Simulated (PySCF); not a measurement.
B₂Cl₃, multiplicity 2. Atoms are numbered in the order given.

```xyz
5

Cl     0.0000     0.0000     2.7265
B      0.0000     0.0000     1.0391
B      0.0000     0.0000    -0.5566
Cl     0.0000    -1.5424    -1.4342
Cl     0.0000     1.5424    -1.4342
```
Charge 0, spin multiplicity 2.

Geometry optimised at B3LYP-D3(BJ)/def2-SVP. The isomer is the one that the SMILES or the coordinates give; other isomers of the formula were not compared. The values are those of a single conformer.

Calculation: PBE/def2-TZVP in PySCF.

Atomic charges (e):

```csv
atom,meta-Löwdin,Mulliken,Mulliken spin
Cl1,0.13,…,0.06
B2,0.07,…,0.59
B3,-0.11,…,0.24
Cl4,-0.04,…,0.05
Cl5,-0.04,…,0.05
```

Task: Fill in the missing entries. (The exact figures need the calculation; the answer reports its results.)

Result: 
- Cl1, Mulliken: 0.04
- B2, Mulliken: -0.04
- B3, Mulliken: 0.25
- Cl4, Mulliken: -0.12
- Cl5, Mulliken: -0.12

Computed Mayer and Wiberg (Löwdin basis) orders of the bonds:
| bond | Mayer | Wiberg |
|---|---|---|
| Cl1–B2 | 1.53 | 2.46 |
| B2–B3 | 1.26 | 1.57 |
| B3–Cl4 | 1.22 | 2.07 |
| B3–Cl5 | 1.22 | 2.07 |
